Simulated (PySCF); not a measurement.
Compound: C2H7BGaN.
SMILES with atom numbers: `[BH2:1][C:2]#[C:3][GaH2-:4][NH3+:5]` (hydrogens: H6, H7 on B1; H8, H9 on Ga4; H10, H11, H12 on N5)
Bond orders are those of one Lewis drawing.

Method: PBE0-D3(BJ)/def2-SVP geometry optimisation, gas phase in PySCF 2.14.0; density fitting, grid level 1; the optimiser is geomeTRIC in internal coordinates, started from a GFN2-xTB structure with every atom displaced at random (about 0.01 Å).

Step 0: E = -56708.7221 eV
```
atom  x, y, z in Å  |  force x, y, z in eV/Å
B1      3.2234    0.3368    0.8326   -2.161   0.480  -0.063
C2      1.8613   -0.0416    0.2822    0.064  -0.022   0.081
C3      0.7423   -0.3475   -0.1541    1.008   0.282   0.399
Ga4    -0.9161   -0.9223   -0.8863   -0.881  -0.169  -0.034
N5     -2.2331    0.4800    0.1127    0.379   0.103   0.870
H6      4.1671   -0.1700    0.4453    1.594  -0.893  -0.576
H7      3.2788    1.2102    1.6332    0.112   0.374   0.446
H8     -1.2383   -0.5362   -2.3527    0.021   0.132  -0.344
H9     -1.5439   -2.2328   -0.3090    0.037  -0.178   0.107
H10    -2.1352    0.3780    1.1430   -0.061   0.053  -0.794
H11    -3.2246    0.3759   -0.1048    0.058   0.024  -0.098
H12    -1.9422    1.4378   -0.1101   -0.171  -0.187   0.007
```

Step 1: E = -56708.8484 eV
```
atom  x, y, z in Å  |  force x, y, z in eV/Å
B1      3.1374    0.3867    0.8454   -0.028  -0.070  -0.143
C2      1.8151   -0.0535    0.2932    0.013   0.033   0.035
C3      0.7276   -0.4068   -0.1732    0.020  -0.045  -0.041
Ga4    -0.9777   -0.9717   -0.9253   -0.247   0.010  -0.018
N5     -2.1473    0.4934    0.1358    0.054  -0.070  -0.015
H6      4.1549   -0.1365    0.4527    0.007   0.017   0.054
H7      3.1904    1.2716    1.6627    0.032   0.052   0.076
H8     -1.2806   -0.5626   -2.4150    0.068   0.046   0.030
H9     -1.6067   -2.2947   -0.3454    0.068   0.030   0.043
H10    -2.0038    0.3574    1.1369   -0.019   0.005   0.004
H11    -3.1506    0.4512   -0.0485    0.053   0.007  -0.006
H12    -1.8191    1.4337   -0.0873   -0.021  -0.016  -0.019
```

Q: Estimate the geometry and energy of step 2. (The exact step hangs on the optimiser's Hessian estimate; all steps are aligned on step 1, rigid shifts and turns removed.)

A: E = -56708.8529 eV, largest force 0.135 eV/Å
```
atom  x, y, z in Å  |  force x, y, z in eV/Å
B1      3.1363    0.3860    0.8337   -0.036  -0.007   0.009
C2      1.8136   -0.0571    0.2844    0.027   0.016  -0.015
C3      0.7247   -0.4123   -0.1786    0.046  -0.036   0.013
Ga4    -0.9891   -0.9724   -0.9189   -0.129   0.015  -0.038
N5     -2.1470    0.4901    0.1371    0.053  -0.049   0.006
H6      4.1645   -0.1305    0.4628   -0.013  -0.006  -0.003
H7      3.1824    1.2702    1.6578    0.017   0.016   0.009
H8     -1.2613   -0.5473   -2.4079    0.014   0.027   0.002
H9     -1.6113   -2.2947   -0.3371    0.041   0.010   0.034
H10    -2.0102    0.3549    1.1392   -0.013   0.011   0.003
H11    -3.1482    0.4531   -0.0529   -0.006  -0.001  -0.009
H12    -1.8150    1.4282   -0.0876   -0.001   0.002  -0.011
```

The energy changes by -0.0045 eV. The first-order estimate −F·Δx gives -0.0072 eV and the mean of the old and new forces, exact on a quadratic surface, -0.0045 eV. The step makes an angle of 61° with the force vector and moves no atom by more than 0.026 Å.

The cost below is that of the whole optimisation. On an Arm Neoverse V1 with one thread, shared host with 32 logical CPUs at a one-minute load of 49, this took 39 s of wall time and 0.46 GiB of memory at its peak.
